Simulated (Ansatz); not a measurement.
```yaml
crystal:
  periodic: [false, false, false]
  atoms:
    - {symbol: Ga, position_ang: [-0.681601, -1.266618, 0.562470]}
    - {symbol: Cu, position_ang: [0.170850, 1.154747, 0.793462]}
    - {symbol: Cu, position_ang: [0.476598, 0.048479, -1.327672]}
    - {symbol: Cu, position_ang: [-1.772554, 0.720636, -0.631406]}
    - {symbol: Cu, position_ang: [1.806706, -0.657234, 0.603146]}
basis:
  gaussian: {orbitals: def2-TZVP, initial_orbitals: start.molden}
magnetization: {spin_polarized: true, initial_magnetization: 3}
hamiltonian: {xc: {name: wB97X-V}}
scf: {omitted_lower_state_checks: [starts]}
output: {orbitals: {seedname: orbitals}}
```

The file start.molden holds the orbitals of an earlier run on this structure, at another level or in another basis.

```sh
$ ansatz run in.yaml --threads 4 --pin off --events-out ev --progress --plain --max-ram 4787MiB
```

Does this run fit into the memory that it is given?

No. It has 228 basis functions, and Ansatz plans for 6 GiB where 5 GiB are given.
